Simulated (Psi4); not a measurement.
ClF (SMILES FCl), singlet, geometry from GFN2-xTB; B3LYP/3-21G in Psi4.

Input for Psi4:
```
memory 2 GB

molecule {
0 1
  F    -0.00000000   -0.00000000   -1.09952052
  Cl    0.00000000    0.00000000    0.58209910
}

set basis 3-21g

energy('b3lyp')
print_variables()
```

**Question.** Write the output that Psi4 gives for this input, abridged.

**Answer.** 
```
   => Loading Basis Set <=

    Name: 3-21G
    Role: ORBITAL
    Keyword: BASIS

         ---------------------------------------------------------
                                   SCF
               by Justin Turney, Rob Parrish, Andy Simmonett
                          and Daniel G. A. Smith
                              RKS Reference
         ---------------------------------------------------------

  ==> Geometry <==

    Molecular point group: c2v
    Full point group: C_inf_v

    Geometry (in Angstrom), charge = 0, multiplicity = 1:

       Center              X                  Y                   Z               Mass
    ------------   -----------------  -----------------  -----------------  -----------------
         F            0.000000000000     0.000000000000    -1.089629402839    18.998403162730
         CL           0.000000000000     0.000000000000     0.591990217161    34.968852682000

  Running in c2v symmetry.

  Rotational constants: A = ************  B =      0.48425  C =      0.48425 [cm^-1]
  Rotational constants: A = ************  B =  14517.55634  C =  14517.55634 [MHz]
  Nuclear repulsion =   48.146508443157906

  Charge       = 0
  Multiplicity = 1
  Electrons    = 26
  Nalpha       = 13
  Nbeta        = 13

  ==> Algorithm <==

  SCF Algorithm Type is DF.
  DIIS enabled.
  MOM disabled.
  Fractional occupation disabled.
  Guess Type is SAD.
  Energy threshold   = 1.00e-06
  Density threshold  = 1.00e-06
  Integral threshold = 1.00e-12

  ==> Primary Basis <==

  Basis Set: 3-21G
    Blend: 3-21G
    Number of shells: 12
    Number of basis functions: 22
    Number of Cartesian functions: 22
    Spherical Harmonics?: false
    Max angular momentum: 1

  ==> DFT Potential <==

   => LibXC <=

    Version 7.1.2
    S. Lehtola, C. Steigemann, M. J. T. Oliveira, and M. A. L. Marques,  SoftwareX 7, 1–5 (2018) (10.1016/j.softx.2017.11.002)

   => Composite Functional: B3LYP <=

    B3LYP Hyb-GGA Exchange-Correlation Functional

    P. J. Stephens, F. J. Devlin, C. F. Chabalowski, and M. J. Frisch,  J. Phys. Chem. 98, 11623 (1994) (10.1021/j100096a001)

    Deriv               =              1
    GGA                 =           TRUE
    Meta                =          FALSE

    Exchange Hybrid     =           TRUE
    MP2 Hybrid          =          FALSE

   => Exchange Functionals <=

    0.0800   Slater exchange
    0.7200         Becke 88

   => Exact (HF) Exchange <=

    0.2000               HF

[...]
   @DF-RKS iter   3:  -557.19963363807472   -1.36574e-02   3.65962e-03 ADIIS/DIIS
   @DF-RKS iter   4:  -557.20076146503152   -1.12783e-03   7.97874e-04 ADIIS/DIIS
   @DF-RKS iter   5:  -557.20081991126119   -5.84462e-05   6.24161e-05 DIIS
   @DF-RKS iter   6:  -557.20082018456139   -2.73300e-07   7.45654e-06 DIIS
   @DF-RKS iter   7:  -557.20082018987557   -5.31418e-09   2.28241e-07 DIIS
  Energy and wave function converged.

  ==> Post-Iterations <==

   Electrons on quadrature grid:
      Ntotal   =   26.0000038847 ; deviation = 3.885e-06

    Orbital Energies [Eh]
    ---------------------

    Doubly Occupied:

[...]
       3B2    -0.322069

    Virtual:

[...]
    Final Occupation by Irrep:
             A1    A2    B1    B2
    DOCC [     7,    0,    3,    3 ]
    NA   [     7,    0,    3,    3 ]
    NB   [     7,    0,    3,    3 ]

  @DF-RKS Final Energy:  -557.20082018987557

   => Energetics <=

    Nuclear Repulsion Energy =             48.1465084431579058
    One-Electron Energy =                -867.1910640100768433
    Two-Electron Energy =                 292.9675161075556389
    DFT Exchange-Correlation Energy =     -31.1237807305123404
    Empirical Dispersion Energy =           0.0000000000000000
    VV10 Nonlocal Energy =                  0.0000000000000000
    Total Energy =                       -557.2008201898755715

Computation Completed

Properties will be evaluated at   0.000000,   0.000000,   0.000000 [a0]

Properties computed using the SCF density matrix

 Multipole Moments:

 ------------------------------------------------------------------------------------
     Multipole            Electronic (a.u.)      Nuclear  (a.u.)        Total (a.u.)
 ------------------------------------------------------------------------------------

 L = 1.  Multiply by 2.5417464519 to convert [e a0] to [Debye]
 Dipole X            :          0.0000000            0.0000000            0.0000000
 Dipole Y            :          0.0000000            0.0000000            0.0000000
 Dipole Z            :         -0.1632644            0.4859791            0.3227147
 Magnitude           :                                                    0.3227147

 ------------------------------------------------------------------------------------

  Variable Map:
  ----------------------------------------------------------------------------
[...]
  Array Variable Map:
  ----------------------------------------------------------------------------
[...]
[...]
```
